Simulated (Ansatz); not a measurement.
Consider the substitution at a C–O bond: `CN[SiH2]OC` + `C[Si](N)(O)Cl` → `CO[Si](C)(N)Cl` + `CN[SiH2]O`.

Calculated with Ansatz (gas phase, PBE0-D4/def2-TZVP geometries, no zero-point term in ΔE). CCSD(T)/CBS is the MP2 limit (def2-TZVPP, def2-QZVPP) plus CCSD(T) − MP2 in def2-TZVPP, frozen cores. Functionals use def2-TZVPP. One conformer a species, not always the lowest.

```json
{"level": "ωB97M-V", "ΔE (kJ/mol)": "-0.1"}
{"level": "SCS-MP2/def2-QZVPP", "ΔE (kJ/mol)": "-0.5"}
```

(1) What does CCSD(T)/CBS give? (An estimate is asked.)

Largest T1 diagnostic among the species: 0.011.

Results:

(1) Ansatz gave: -0.2 kJ/mol. The listed levels differ from it by 0.1, -0.3 kJ/mol.
